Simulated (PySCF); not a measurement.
Mg⁺ (magnesium, charge +1): UHF calculation

Configuration: [Ne] 3s1, 2S determinant. Calculation: PySCF 2.14, in aug-cc-pVDZ (5s4p2d, 27 functions); the non-relativistic Hamiltonian (point nucleus).

```json
{
 "Total energy": "-199.364918 hartree",
 "One-electron energy": "-275.6023 hartree",
 "Hartree (Coulomb) energy": "92.0916 hartree",
 "Exchange energy": "-15.8542 hartree",
 "Kinetic energy": "199.27197 hartree",
 "⟨S²⟩": "0.7500",
 "⟨L²⟩": "0.000",
 "Sum of ⟨r⟩": "8.616 bohr",
 "Sum of ⟨r²⟩": "14.16 bohr²",
 "Density at the nucleus (Gaussians lack the cusp)": "1060 bohr⁻³",
 "Spin density at the nucleus": "1.55 bohr⁻³",
 "Langevin diamagnetic susceptibility": "-11.2 ×10⁻⁶ cm³/mol",
 "Time after the integrals": "0.05 s of wall time on 1 thread of Intel(R) Xeon(R) Platinum 8488C (shared host)"
}
```

```json
{"shell": "1s α", "electrons": "1", "mean orbital energy (eV)": "-1343.5", "rms radius, mean of both spins (bohr)": "0.152"}
{"shell": "1s β", "electrons": "1", "mean orbital energy (eV)": "-1343.3", "rms radius, mean of both spins (bohr)": "0.152"}
{"shell": "2s α", "electrons": "1", "mean orbital energy (eV)": "-111.57", "rms radius, mean of both spins (bohr)": "0.756"}
{"shell": "2s β", "electrons": "1", "mean orbital energy (eV)": "-111.17", "rms radius, mean of both spins (bohr)": "0.756"}
{"shell": "2p α", "electrons": "3", "mean orbital energy (eV)": "-71.106", "rms radius, mean of both spins (bohr)": "0.772"}
{"shell": "2p β", "electrons": "3", "mean orbital energy (eV)": "-70.959", "rms radius, mean of both spins (bohr)": "0.772"}
{"shell": "3s α", "electrons": "1", "mean orbital energy (eV)": "-14.722", "rms radius, mean of both spins (bohr)": "3.07"}
```
